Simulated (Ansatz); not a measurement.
Total energies of Ge₂₀H₃₀, a nanocrystal cut from cubic germanium from Ansatz at PBE0-D4/def2-TZVP, gas phase (1 Eh = 27.2114 eV = 2625.5 kJ/mol). The reference geometry is relaxed at PBE-D4/def2-SVP.

Cartesian coordinates in Å:
```
Ge -1.2084 -1.8351 -2.1590
Ge 1.6412 -3.9438 -0.1773
Ge 1.4025 1.2261 -2.4530
Ge 4.1244 -1.0299 -0.4555
Ge -2.3311 -3.2682 1.4677
Ge -2.2795 1.8538 -0.9272
Ge -3.3512 0.2450 2.6427
Ge 0.4214 -0.2517 1.1220
Ge 2.9677 2.9505 0.8717
Ge -0.5361 3.5497 2.3236
Ge 0.5348 -3.5483 -2.3232
Ge -2.9692 -2.9507 -0.8725
Ge -0.4232 0.2527 -1.1237
Ge 2.2780 -1.8526 0.9280
Ge 3.3520 -0.2451 -2.6401
Ge 2.3314 3.2680 -1.4691
Ge -1.4025 -1.2266 2.4524
Ge -4.1238 1.0293 0.4580
Ge -1.6404 3.9451 0.1767
Ge 1.2063 1.8358 2.1582
H -1.7464 -1.5182 -3.5910
H 0.7202 -4.8139 0.7228
H 2.9488 -4.7515 -0.4400
H 0.8688 1.5480 -3.8855
H 5.1078 -2.2190 -0.6795
H 4.9114 0.1089 0.2510
H -1.3379 -4.4592 1.5705
H -3.6076 -3.6430 2.2809
H -2.8215 2.1774 -2.3562
H -4.4983 -0.5775 3.3051
H -3.0597 1.4697 3.5542
H 4.3103 2.1704 0.9375
H 3.2009 4.3523 1.5134
H -1.6046 3.1836 3.3911
H 0.1517 4.8743 2.7748
H -0.1520 -4.8734 -2.7742
H 1.6027 -3.1815 -3.3912
H -3.2002 -4.3529 -1.5141
H -4.3129 -2.1725 -0.9386
H 2.8174 -2.1760 2.3580
H 3.0622 -1.4700 -3.5518
H 4.4989 0.5783 -3.3018
H 3.6092 3.6406 -2.2810
H 1.3394 4.4598 -1.5742
H -0.8664 -1.5497 3.8837
H -4.9087 -0.1112 -0.2483
H -5.1096 2.2165 0.6814
H -2.9465 4.7560 0.4368
H -0.7165 4.8119 -0.7236
H 1.7448 1.5177 3.5897
```

```
                 state   geometry   energy (Eh)
      charge 0 singlet  reference  -41553.41600
      charge 1 doublet  reference  -41553.12296
     charge -1 doublet  reference  -41553.44051
free Ge atom (triplet)          –   -2076.65516
 free H atom (doublet)          –      -0.50104
```

Single mean-field runs in def2-TZVP are fitted with def2-universal-jkfit.

**Question.** Work out the vertical ionisation energy to the doublet.

**Answer.** E(charge 1 doublet) − E(charge 0 singlet) = -41553.12296 − (-41553.41600) = 0.29304 Eh = 7.97 eV. For comparison, −ε of the highest occupied level is 6.96 eV at this level, 1.01 eV less.

**Question.** Work out the vertical electron affinity, to the doublet.

**Answer.** E(charge 0 singlet) − E(charge -1 doublet) = -41553.41600 − (-41553.44051) = 0.02451 Eh = 0.67 eV. The basis lacks diffuse functions, which makes affinities too small.

**Question.** Give the fundamental gap IE − EA, the Mulliken electronegativity (IE + EA)/2 and the hardness (IE − EA)/2.

**Answer.** From the values in Eh: IE − EA = 0.29304 − 0.02451 = 0.26853 Eh = 7.31 eV; (IE + EA)/2 = 4.32 eV; (IE − EA)/2 = 3.65 eV. The HOMO–LUMO gap of the same run is 5.45 eV, 1.86 eV smaller than the fundamental gap.

**Question.** What is the binding energy per atom against free atoms?

**Answer.** Atoms: 20 × (-2076.65516) + 30 × (-0.50104) = -41548.13440 Eh. Binding: -41548.13440 − (-41553.41600) = 5.28160 Eh = 143.72 eV, or 2.87 eV for each of 50 atoms (no zero-point energy, no counterpoise term).

At PBE0-D4/def2-TZVP the highest occupied level of the charge -1 doublet lies above zero (up to 0.30 eV). By energy differences its removal costs 0.67 eV (vertical, to the charge 0 singlet, at PBE0-D4/def2-TZVP); self-interaction error and the lack of diffuse functions both raise the level.
